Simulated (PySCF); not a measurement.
System: CF₂, singlet: symmetric bend, bond length relaxed. Scanned: F-C-F angle. Other coordinates (C-F bond length) were minimised at PBE0/def2-TZVP.

Cartesian coordinates as functions of the variables (Å; names that start with a are angles):
```
C  0  0  0
F  r*sin(a/2)  0  r*cos(a/2)
F  -r*sin(a/2)  0  r*cos(a/2)
```

- RHF/cc-pVTZ (PySCF)
- CCSD on RHF/cc-pVTZ, 3 core orbitals frozen (PySCF)
- PBE/cc-pVTZ (PySCF)
- MP2 on RHF/cc-pVTZ, 3 core orbitals frozen (PySCF)
- B3LYP/cc-pVTZ (PySCF)
- CCSD(T) on RHF/cc-pVTZ, 3 core orbitals frozen (PySCF)

Energies in kJ/mol, each method relative to its own lowest point.

```csv
a / °,RHF,CCSD,PBE,MP2,B3LYP,CCSD(T)
150,—,—,278.3,303.6,297.2,294.9
140,221.0,196.5,183.2,194.3,192.4,190.5
130,117.0,105.1,100.2,103.7,103.9,102.3
120,41.6,37.7,37.7,37.1,38.1,36.9
110,0.0,0.0,1.7,0.0,0.9,0.1
100,1.1,0.1,0.0,0.3,0.0,0.0
90,58.5,50.2,43.7,50.1,47.3,48.6
80,191.9,167.9,148.5,166.3,159.3,162.4
```

Dashes: no converged value, or the column stops at the first point that the program doubted or that broke a chosen test of continuity, which isn't proof of a fault.

The scan ran from 180.0 to 80.0; beyond the range shown the relaxed coordinates jump or full CI changes its symmetry label.
